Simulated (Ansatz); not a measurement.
The cluster Cs₂Cl₂⁺. The state is a doublet with charge 1. Geometry r2SCAN-D4/def2-TZVP; atoms count from 1.

```xyz
4

Cs   -0.836   -0.409    2.919
Cs    0.832    0.403   -2.921
Cl   -1.039    0.801   -0.185
Cl    1.043   -0.795    0.187
```

In the def2 sets Cs takes a core potential; there is no spin–orbit coupling. In the doublet, Cl3 and Cl4 lie 2.65 Å apart (atoms count from 1), so these atoms are partly bonded to each other. The structure comes from a short search, and lower isomers may exist.

Q: Estimate the Mulliken populations from the PBE0/def2-TZVP orbitals of Ansatz.

A: 
| atom | charge (e) | spin (α − β) |
| --- | --- | --- |
| Cs1 | 0.90 | -0.01 |
| Cs2 | 0.90 | -0.01 |
| Cl3 | -0.40 | 0.51 |
| Cl4 | -0.40 | 0.51 |
Mulliken values depend strongly on the basis.

Q: Where does the spin sit?

A: Summed by element: Cs -0.01, Cl 1.01, of 1 unpaired in all. Largest on single atoms: Cl4 0.51, Cl3 0.51, Cs1 -0.01.

Q: And the Mayer bond orders between heavy atoms (over 0.3)?

A: Cl3–Cl4 0.49 (2.65 Å).
